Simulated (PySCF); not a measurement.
## `N[Si@H]1CO[SiH2]C[SiH2]N1`: 4 charge schemes on one density

Compound: C2H12N2OSi3.
Cartesian coordinates in Å at the GFN2-xTB level; atoms count from 1:
```
atom  x, y, z in Å
N1     2.729   -1.371   -0.283
Si2    1.262   -0.650    0.272
C3     1.425    1.215   -0.114
O4     0.207    1.835   -0.448
Si5   -1.214    1.898    0.307
C6    -2.044    0.221    0.650
Si7   -1.699   -1.102   -0.654
N8     0.009   -1.425   -0.623
H9     2.828   -2.366   -0.165
H10    3.597   -0.919   -0.048
H11    0.972   -0.808    1.710
H12    2.092    1.378   -0.966
H13    1.863    1.746    0.740
H14   -1.939    2.676   -0.692
H15   -1.100    2.607    1.595
H16   -3.119    0.376    0.729
H17   -1.724   -0.159    1.620
H18   -2.375   -2.368   -0.318
H19   -2.103   -0.684   -2.003
H20    0.326   -2.086   -1.312
```

Density: PBE0/pcSseg-1 (PySCF); schemes: Mulliken, IAO, Hirshfeld and ESP-fitted. Isolated species at its GFN2-xTB geometry (one conformer only).

Q: Atoms with like bonding are taken together and averaged. Which atoms carry the highest charge in the Mulliken, IAO, Hirshfeld and ESP-fitted schemes?

A: All schemes agree: Mulliken Si2 (+0.940); IAO Si2 (+1.134); Hirshfeld Si2 (+0.409); ESP-fitted Si2 (+0.703).

Q: For which atoms does the sign change between the 4 schemes (beyond +0.03 e in one, beyond −0.03 e in another)?

A: For none.

Q: Which atoms carry the lowest charge in the Mulliken, IAO, Hirshfeld and ESP-fitted schemes?

A: The schemes don't all agree: Mulliken C6 (-0.920); IAO N8 (-0.953); Hirshfeld N8 (-0.335); ESP-fitted N1 (-1.049).

Q: Tabulate the Mulliken, IAO, Hirshfeld and ESP-fitted charges.

A: In e; atoms taken as equivalent share a row and are averaged (×n: the atom named and its like, n in all):

| atom | environment | Mulliken | IAO | Hirshfeld | ESP-fitted |
| --- | --- | --- | --- | --- | --- |
| N1 | silicon-bound nitrogen | -0.636 | -0.842 | -0.317 | -1.049 |
| Si2 | SiH silicon | +0.940 | +1.134 | +0.409 | +0.703 |
| C3 | sp3 carbon bound to oxygen | -0.199 | -0.358 | -0.089 | -0.064 |
| O4 | silyl ether oxygen | -0.635 | -0.631 | -0.223 | -0.433 |
| Si5 | oxygen-bound silicon | +0.868 | +1.000 | +0.386 | +0.630 |
| C6 | sp3 carbon bound to silicon | -0.920 | -0.875 | -0.253 | -0.586 |
| Si7 | SiH2 silicon | +0.811 | +0.906 | +0.369 | +0.632 |
| N8 | nitrogen bridging silicon atoms | -0.845 | -0.953 | -0.335 | -0.748 |
| H9/H10 | N–H hydrogen | +0.189 | +0.261 | +0.117 | +0.390 |
| H11 | Si–H hydrogen | -0.124 | -0.192 | -0.102 | -0.154 |
| H12 | methylene hydrogen | +0.131 | +0.155 | +0.043 | +0.110 |
| H13 | methylene hydrogen | +0.118 | +0.130 | +0.032 | +0.065 |
| H14 | Si–H hydrogen | -0.120 | -0.140 | -0.086 | -0.130 |
| H15 | Si–H hydrogen | -0.127 | -0.165 | -0.093 | -0.145 |
| H16 | methylene hydrogen | +0.177 | +0.173 | +0.048 | +0.161 |
| H17 | methylene hydrogen | +0.181 | +0.167 | +0.042 | +0.157 |
| H18 | Si–H hydrogen | -0.113 | -0.153 | -0.096 | -0.164 |
| H19 | Si–H hydrogen | -0.102 | -0.150 | -0.087 | -0.133 |
| H20 | N–H hydrogen | +0.213 | +0.271 | +0.116 | +0.367 |

Mean size of the charges over all atoms: IAO 0.446 e, Mulliken 0.382 e, ESP-fitted 0.361 e, Hirshfeld 0.168 e. Each set sums to the total charge, 0, to within 0.001 e. The ESP scheme is a least-squares fit of atom-centred charges to the potential on four shells outside the van der Waals surface, with the total charge fixed.

Q: How many electrons does the Mulliken scheme count on N1?

A: Z − q = 7 − (-0.636) = 7.636.

Q: Sum the charges by element, for elements with more than one atom.

A: 
```json
{"element": "N", "atoms": "2", "Mulliken": "-1.481", "IAO": "-1.795", "Hirshfeld": "-0.652", "ESP-fitted": "-1.796"}
{"element": "Si", "atoms": "3", "Mulliken": "+2.618", "IAO": "+3.041", "Hirshfeld": "+1.165", "ESP-fitted": "+1.965"}
{"element": "C", "atoms": "2", "Mulliken": "-1.119", "IAO": "-1.233", "Hirshfeld": "-0.342", "ESP-fitted": "-0.650"}
{"element": "H", "atoms": "12", "Mulliken": "+0.615", "IAO": "+0.619", "Hirshfeld": "+0.052", "ESP-fitted": "+0.914"}
```
